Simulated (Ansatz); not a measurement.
Two shapes of singlet BF4(-).

Shape 1:

```xyz
5

B     0.0000    0.0000    0.0000
F     0.8103    0.8103    0.8103
F     0.8103   -0.8103   -0.8103
F    -0.8103    0.8103   -0.8103
F    -0.8103   -0.8103    0.8103
```

Shape 2:

```xyz
5

B     0.0000    0.0000    0.0000
F     0.8751    0.8751    0.8751
F     0.8751   -0.8751   -0.8751
F    -0.8751    0.8751   -0.8751
F    -0.8751   -0.8751    0.8751
```

Basis set: def2-TZVP (spherical functions). Frozen core: 5 orbitals. Charge -1, multiplicity 1.

Computed with Ansatz (development build ahead of 0.2.0); each method stands on the lowest determinant of its kind that the runs found.

Which shape is lower in energy, and by how much in each method?

```json
{"method": "RHF", "E(2) − E(1) (eV)": "1.165"}
{"method": "RHF-MP2", "E(2) − E(1) (eV)": "0.765"}
```

Shape 1 is lower. Caution: no diffuse functions for an anion; no unrestricted run beside it, a lower state can exist.
